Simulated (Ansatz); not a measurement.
System: C$_{3}$H$_{9}$ClO$_{3}$Si, net charge 0, singlet state. 
Structure (B3LYP-D3(BJ)/def2-TZVP (Ansatz, an electronic-structure program) minimum search):
SMILES: O(C)[Si](OC)(Cl)OC
```xyz
17

Si     0.0835    -0.1004     0.0291
Cl    -1.0912    -0.5052     1.6679
O     -0.4447     1.2706    -0.6693
C     -0.6503     2.5122    -0.0073
O      1.6015    -0.0049     0.5850
C      2.7502     0.1315    -0.2472
O     -0.0111    -1.2798    -1.0753
C     -1.1716    -1.6104    -1.8294
H     -0.9678     3.2389    -0.7537
H     -1.4256     2.4201     0.7565
H      0.2712     2.8636     0.4635
H      2.6793     1.0254    -0.8723
H      2.8682    -0.7438    -0.8889
H      3.6195     0.2205     0.4025
H     -1.9639    -1.9810    -1.1747
H     -1.5376    -0.7419    -2.3807
H     -0.8974    -2.3945    -2.5336
```
Charge 0, spin multiplicity 1.

Computed values are from Ansatz. Correlated levels leave the core frozen unless marked. UHF or UKS for open shells. Spin-orbit coupling is left out. Non-relativistic. CBS marks a two-point X^-3 extrapolation of the correlation energy; Hartree-Fock from the larger set. The bracket is a focal-point correction in the basis named.

```yaml
atomisation energy De: 1623.9 kcal/mol at RI-MP2/CBS(cc-pV(T+d)Z,cc-pV(Q+d)Z)+[CCSD(T)-MP2]/cc-pV(D+d)Z
total_energy: -1094.1031 Eh at RI-MP2/CBS(cc-pV(T+d)Z,cc-pV(Q+d)Z)+[CCSD(T)-MP2]/cc-pV(D+d)Z
dipole_moment: 2.12 D at wB97M-V/def2-TZVPD
T1 diagnostic: 0.012 at CCSD/aug-cc-pV(D+d)Z
```
